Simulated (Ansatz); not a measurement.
Harmonic frequencies (cm⁻¹) at PBE0-D4/def2-TZVP from Ansatz: 109, 199, 263, 283, 462, 528, 628, 682, 698, 738, 983, 1088, 1171, 1184, 1345, 2211, 3109, 3603.

Q: Which molecule is it?
A. `[NH2][GeH2][OH]`
B. `[BH2][SnH2][NH2]`
C. `BC(=[Se])[SiH2]S`
D. `F[C@@H]1[NH][Ge@@H]1[F]`

A: D.
